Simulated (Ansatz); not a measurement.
Species: I4Si, SMILES `I[Si](I)(I)I` (charge 0, multiplicity 1).

Task: Give a relaxed geometry from PBE0-D3(BJ)/def2-SVP in Ansatz (a first-principles code).

Result: the end point of this relaxation (outside a Z-matrix the atoms follow the SMILES, hydrogens last).
Z-matrix (Å, degrees):
```
Si
I 1 2.4392
I 1 2.4392 2 109.47
I 1 2.4392 2 109.47 3 120.00
I 1 2.4392 2 109.47 3 -120.00
```
